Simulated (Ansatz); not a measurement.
One change: `B[NH][GaH2]` becomes `B[NH][GaH][F]`.

Ansatz, PBE0-D4/def2-TZVP geometries, multiplicity 1. Each molecule was computed in one conformer, which needn't be the lowest.

Scalar relativity is left out up to krypton.

| property | `B[NH][GaH2]` |
| --- | --- |
| HOMO energy (ωB97M-V/def2-TZVPP) / eV | -10.66 |
| HOMO energy (PBE/def2-TZVPP) / eV | -7.04 |
| HOMO–LUMO gap (PBE0/def2-TZVPP) / eV | 6.93 |
| HOMO energy (B3LYP/def2-TZVPP) / eV | -8.21 |
| HOMO–LUMO gap (B3LYP/def2-TZVPP) / eV | 6.48 |
| HOMO–LUMO gap (PBE/def2-TZVPP) / eV | 4.74 |

Give the same properties after the change, and the shifts. (Estimate.)

Computed: 
```tsv
property	`B[NH][GaH][F]`	shift
HOMO energy (ωB97M-V/def2-TZVPP) / eV	-11.13	-0.47
HOMO energy (PBE/def2-TZVPP) / eV	-7.43	-0.39
HOMO–LUMO gap (PBE0/def2-TZVPP) / eV	7.65	0.72
HOMO energy (B3LYP/def2-TZVPP) / eV	-8.66	-0.45
HOMO–LUMO gap (B3LYP/def2-TZVPP) / eV	7.18	0.70
HOMO–LUMO gap (PBE/def2-TZVPP) / eV	5.39	0.65
```

With PBE0 the HOMO falls by 0.45 eV and the LUMO rises by 0.28 eV, so the gap widens by about 0.73 eV. PBE moves the HOMO by -0.39 eV and ωB97M-V by -0.47 eV.

B3LYP here is the variant with VWN-RPA as its local correlation; programs differ in this.
